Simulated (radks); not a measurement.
All-electron atom: Sm44+ in [Ar].

Calculated with a radial shooting solver on a logarithmic mesh with Libxc functionals: non-relativistic Kohn-Sham, exchange-only PBE, spin-polarised, spherical densities, point nucleus; relativity is left out, which matters for an element this heavy.

Energy parts (Ry):
total: -16674.5573
kinetic: 16674.5573
electron-nucleus: -35354.1523
Hartree: 2270.5524
exchange: -265.5147

Orbitals (lengths in bohr, moments of r in powers of bohr):
orbital	occ.	eigenvalue (Ry)	<r^2>	<r>
1s	2	-3435.213	0.0008008	0.02447
2s	2	-703.2395	0.01248	0.1032
2p	6	-679.5651	0.009279	0.08759
3s	2	-272.9599	0.07032	0.2488
3p	6	-263.8255	0.06429	0.2363

The highest occupied level is 3p at -3589.5 eV. Virial ratio -V/T = 2.00000. Summed over all electrons, <r^2> = 0.6086 bohr^2, which gives a Langevin (diamagnetic) susceptibility term of -0.482 x 10^-6 cm^3/mol. The density falls to 0.001 e/bohr^3 at r = 0.72 bohr.
